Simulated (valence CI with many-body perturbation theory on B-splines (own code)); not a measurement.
**Energy levels of Bi LII**

Calculated by relativistic CI+MBPT: four valence electrons over a frozen Dirac-Fock core [Ar] 3d10, radial functions for each j: 11 s, 11 p, 10 d, 8 f, 5 g, 2 h, with the one-electron correlation potential Σ1 (screened to all orders), the two-electron term Σ2, the three-electron term Σ3, Breit, model QED; selected single and double excitations, second order for the rest, scaled by the run's own slope (own B-spline code, finite nucleus).

No measured spectrum was set against this ion. As an estimate, large intervals hold to a few tenths of a per cent, small ones and those within an open d or f shell to about a per cent. Among the levels kept, up to 400 cm⁻¹ of a level comes from second order outside the variational space, and about a tenth of that is noise between levels of different J, which matters for small intervals.

Levels 136 to 180 of 182, with energies above the lowest level, (4s^2 4p1/2^2) J=0. "Leading %" is the weight of the configuration and term that name the level; weights of strongly mixed levels are sums over their largest components and can fall short. In the jj column 3d3/2^4 stands for four electrons in 3d with j = 3/2. Lifetimes count E1, E2, E3, M1 and M2 decay at the calculated energies, and are blank where another channel may lead or the interval is too uncertain; long ones can be off by a factor of two.

| No. | Configuration | Term | J | E (eV) | Leading % | Second component | Lifetime | g | Leading jj |
| --- | --- | --- | --- | --- | --- | --- | --- | --- | --- |
| 136 | 4s 4p2 4f | 5F° | 1 | 897.50 | 56 | 10 % 4s 4p 4d2 3D° | 1.38 ps | 0.375 | 4s 4p1/2 4p3/2 4f5/2 (70 %) |
| 137 | 4s 4p 4d2 | 5D° | 3 | 897.57 | 18 | 10 % 4s 4p 4d2 5F° | 440 fs | 1.174 | 4s 4p1/2 4d3/2 4d5/2 (65 %) |
| 138 | 4s 4p2 4f | 5G° | 4 | 899.32 | 31 | 28 % 4s 4p2 4f 3G° | 995 fs | 1.123 | 4s 4p1/2 4p3/2 4f5/2 (67 %) |
| 139 | 4s 4p 4d2 | 5D° | 2 | 900.92 | 16 | 8 % 4s 4p 4d2 5F° | 385 fs | 1.242 | 4s 4p1/2 4d3/2 4d5/2 (76 %) |
| 140 | 4s 4p2 4d | 1D | 2 | 901.21 | 38 | 16 % 4s 4p2 4d 3D | 510 fs | 1.160 | 4s 4p3/2^2 4d5/2 (96 %) |
| 141 | 4s 4p2 4f | 5D° | 4 | 902.77 | 30 | 26 % 4s 4p2 4f 3G° | 2.16 ps | 1.219 | 4s 4p1/2 4p3/2 4f7/2 (61 %) |
| 142 | 4s 4p 4d2 | 3G° | 3 | 903.13 | 17 | 12 % 4s 4p2 4f 5F° | 596 fs | 1.066 | 4s 4p1/2 4d3/2 4d5/2 (44 %) |
| 143 | 4s 4p2 4f | 5G° | 5 | 903.86 | 53 | 30 % 4s 4p2 4f 5F° | 2.53 ps | 1.274 | 4s 4p1/2 4p3/2 4f7/2 (93 %) |
| 144 | 4s 4p2 4d | 3D | 3 | 904.34 | 47 | 21 % 4s 4p2 4d 1F | 336 fs | 1.249 | 4s 4p3/2^2 4d5/2 (91 %) |
| 145 | 4s 4p 4d2 | 5S° | 2 | 906.39 | 11 | 11 % 4s 4p2 4f 3F° | 389 fs | 1.247 | 4s 4p1/2 4d3/2 4d5/2 (63 %) |
| 146 | 4s 4p2 4f | 5D° | 3 | 907.59 | 28 | 25 % 4s 4p2 4f 3G° | 962 fs | 1.172 | 4s 4p1/2 4p3/2 4f7/2 (56 %) |
| 147 | 4s 4p2 4f | 3G° | 5 | 909.06 | 43 | 24 % 4s 4p2 4f 5F° | 1.42 ps | 1.215 | 4s 4p1/2 4p3/2 4f5/2 (45 %) |
| 148 | 4s 4p2 4d | 3P | 1 | 909.22 | 36 | 35 % 4s 4p2 4d 1P | 324 fs | 1.078 | 4s 4p3/2^2 4d5/2 (94 %) |
| 149 | 4s 4p2 4f | 3F° | 3 | 909.67 | 29 | 10 % 4s 4p2 4f 3D° | 653 fs | 1.103 | 4s 4p1/2 4p3/2 4f5/2 (60 %) |
| 150 | 4s 4p2 4f | 3D° | 1 | 909.82 | 20 | 17 % 4s 4p2 4f 5D° | 603 fs | 0.995 | 4s 4p1/2 4p3/2 4f5/2 (52 %) |
| 151 | 4s 4p 4d2 | 5D° | 4 | 911.77 | 26 | 15 % 4s 4p2 4f 3F° | 808 fs | 1.225 | 4s 4p1/2 4p3/2 4f5/2 (39 %) |
| 152 | 4s 4p2 4f | 3D° | 2 | 911.85 | 31 | 15 % 4s 4p2 4f 5F° | 697 fs | 1.044 | 4s 4p1/2 4p3/2 4f5/2 (52 %) |
| 153 | 4s 4p2 4f | 3P° | 0 | 912.35 | 55 | 41 % 4s 4p2 4f 5D° | 1.70 ps |  | 4s 4p1/2 4p3/2 4f5/2 (95 %) |
| 154 | 4s 4p2 4f | 3P° | 1 | 913.62 | 25 | 20 % 4s 4p2 4f 5D° | 483 fs | 1.211 | 4s 4p1/2 4p3/2 4f5/2 (43 %) |
| 155 | 4s 4p2 4f | 3D° | 2 | 914.03 | 23 | 19 % 4s 4p2 4f 5D° | 1.43 ps | 1.147 | 4s 4p1/2 4p3/2 4f7/2 (71 %) |
| 156 | 4s 4p2 4f | 3H° | 6 | 914.32 | 59 | 40 % 4s 4p2 4f 5G° | 3.26 ps | 1.227 | 4s 4p1/2 4p3/2 4f7/2 (97 %) |
| 157 | 4s 4p2 4f | 3F° | 4 | 914.67 | 30 | 16 % 4s 4p2 4f 5F° | 1.23 ps | 1.189 | 4s 4p1/2 4p3/2 4f7/2 (70 %) |
| 158 | 4s 4p2 4f | 3G° | 3 | 914.84 | 56 | 24 % 4s 4p2 4f 3D° | 698 fs | 0.960 | 4s 4p1/2 4p3/2 4f5/2 (67 %) |
| 159 | 4s 4p2 4f | 3G° | 5 | 916.02 | 32 | 14 % 4s 4p 4d2 5G° | 2.04 ps | 1.193 | 4s 4p1/2 4p3/2 4f7/2 (39 %) |
| 160 | 4s 4p2 4d | 1D | 2 | 917.99 | 40 | 23 % 4s 4p2 4d 3P | 274 fs | 1.088 | 4s 4p3/2^2 4d5/2 (92 %) |
| 161 | 4s 4p2 4f | 1F° | 3 | 920.24 | 43 | 17 % 4s 4p2 4f 3F° | 1.53 ps | 1.048 | 4s 4p1/2 4p3/2 4f7/2 (64 %) |
| 162 | 4s 4p2 4f | 3F° | 2 | 920.94 | 41 | 19 % 4s 4p2 4f 1D° | 511 fs | 0.827 | 4s 4p1/2 4p3/2 4f5/2 (84 %) |
| 163 | 4s 4p2 4f | 3F° | 2 | 921.12 | 43 | 16 % 4s 4p2 4f 3D° | 682 fs | 0.947 | 4s 4p1/2 4p3/2 4f5/2 (59 %) |
| 164 | 4s 4p2 4f | 3H° | 4 | 921.62 | 28 | 16 % 4s 4p2 4f 3G° | 838 fs | 1.035 | 4s 4p1/2 4p3/2 4f5/2 (53 %) |
| 165 | 4s 4p2 4f | 1D° | 2 | 925.56 | 42 | 17 % 4s 4p2 4f 3F° | 1.40 ps | 0.987 | 4s 4p1/2 4p3/2 4f7/2 (70 %) |
| 166 | 4s 4p2 4f | 3D° | 1 | 926.07 | 56 | 19 % 4s 4p2 4f 3P° | 772 fs | 0.934 | 4s 4p1/2 4p3/2 4f5/2 (42 %) |
| 167 | 4s 4p2 4f | 3D° | 3 | 926.45 | 55 | 10 % 4s 4p2 4f 3G° | 650 fs | 1.187 | 4s 4p1/2 4p3/2 4f7/2 (66 %) |
| 168 | 4s 4p2 4f | 1P° | 1 | 927.82 | 50 | 32 % 4s 4p2 4f 3D° | 1.04 ps | 0.843 | 4s 4p1/2 4p3/2 4f5/2 (48 %) |
| 169 | 4s 4p2 4f | 1G° | 4 | 928.16 | 19 | 11 % 4s 4p 4d2 3G° | 957 fs | 1.084 | 4s 4p1/2 4p3/2 4f7/2 (58 %) |
| 170 | 4s 4p2 4f | 3D° | 2 | 928.83 | 16 | 11 % 4s 4p 4d2 3P° | 751 fs | 1.234 | 4s 4p1/2 4d5/2^2 (46 %) |
| 171 | 4s 4p2 4f | 1H° | 5 | 930.05 | 41 | 30 % 4s 4p2 4f 3G° | 933 fs | 1.084 | 4s 4p1/2 4p3/2 4f7/2 (85 %) |
| 172 | 4s 4p2 4f | 3F° | 4 | 931.04 | 36 | 29 % 4s 4p2 4f 3G° | 633 fs | 1.157 | 4s 4p1/2 4p3/2 4f7/2 (74 %) |
| 173 | 4s 4p2 4f | 1F° | 3 | 931.24 | 19 | 7 % 4s 4p2 4f 3G° | 586 fs | 1.099 | 4s 4p1/2 4p3/2 4f5/2 (32 %) |
| 174 | 4s 4p2 4f | 3F° | 3 | 932.62 | 21 | 10 % 4s 4p 4d2 3F° | 635 fs | 1.140 | 4s 4p1/2 4d5/2^2 (41 %) |
| 175 | 4s 4p 4d2 | 3F° | 4 | 935.13 | 14 | 12 % 4s 4p2 4f 3F° | 644 fs | 1.189 | 4s 4p1/2 4p3/2 4f7/2 (40 %) |
| 176 | 4s 4p2 4f | 3P° | 2 | 937.90 | 22 | 13 % 4s 4p2 4f 3D° | 824 fs | 1.175 | 4s 4p1/2 4p3/2 4f7/2 (55 %) |
| 177 | 4s 4p 4d2 | 3H° | 5 | 938.94 | 14 | 12 % 4s 4p2 4f 3H° | 889 fs | 1.155 | 4s 4p1/2 4d5/2^2 (52 %) |
| 178 | 4s 4p 4d2 | 3P° | 0 | 941.65 | 74 | 15 % 4s 4p 4d2 5D° | 1.02 ps |  | 4s 4p1/2 4d5/2^2 (94 %) |
| 179 | 4s 4p 4d2 | 3F° | 3 | 943.82 | 14 | 13 % 4s 4p2 4f 1F° | 701 fs | 1.137 | 4s 4p1/2 4p3/2 4f7/2 (52 %) |
| 180 | 4s 4p 4d2 | 3F° | 2 | 945.75 | 17 | 13 % 4s 4p 4d2 3D° | 864 fs | 1.089 | 4s 4p1/2 4d5/2^2 (72 %) |

Where two levels of one J and parity lie close, their mixing, g and order are uncertain.
